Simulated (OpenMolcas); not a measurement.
**B, Al, Ga, In, Tl: ns2 np down the group**

```
Program             : OpenMolcas 26.06
Method              : CASSCF
Basis               : ANO-RCC-VTZP
Scalar Hamiltonian  : DKH2, point nucleus
Spin-orbit coupling : state interaction with AMFI integrals over the reference wave functions, term energies averaged over their components
```

Active space for each ion: 3 electrons in 8 orbitals (s p s p).

Computed levels in cm-1 above 2P* 1/2:

```json
{"Level": "2P* 3/2", "B": "13.1", "Al": "84.2", "Ga": "673", "In": "1766", "Tl": "6132"}
{"Level": "weight of 2P* in the lowest level (%)", "B": "100", "Al": "100", "Ga": "100", "In": "100", "Tl": "100"}
```

Measured, with the error of the calculation in %. Measured levels: B, Al, Ga, In, Tl from NIST Handbook of Basic Atomic Spectroscopic Data.

```tsv
Level	B	Al	Ga	In	Tl
2P* 3/2	15.3 (-14.0)	112 (-24.9)	826 (-18.6)	2213 (-20.2)	7793 (-21.3)
```

The fine-structure level 2P* 3/2 changes by a factor of 468 from B to Tl.

Without dynamic correlation excited terms often stand tens of per cent too high (terms of higher spin than the ground term too low), and those without a measured partner can miss by more than the paired ones (holds for B; Al; Ga; In). Active for correlation alone: 3p 3s; no level in the range computed is led by a configuration that fills them, so any true level of that kind is missing (holds for B). Active for correlation alone: 4p 4s; no level in the range computed is led by a configuration that fills them, so any true level of that kind is missing (holds for Al). Some high roots are left out of the spin-orbit mixing, which shifts the levels that they would mix with (holds for Ga; In; Tl). Active for correlation alone: 5p 5s; no level in the range computed is led by a configuration that fills them, so any true level of that kind is missing (holds for Ga). Active for correlation alone: 6p 6s; no level in the range computed is led by a configuration that fills them, so any true level of that kind is missing (holds for In). Active for correlation alone: 7p 7s; no level in the range computed is led by a configuration that fills them, so any true level of that kind is missing (holds for Tl). Measured partners are found by configuration, term and J. A level has none where our copy of the source lacks it or the pairing is in doubt (some pairs that miss far off the trend of their configuration count as doubtful), and it then counts in no deviation. Only configurations of the active space appear.

* marks odd parity.
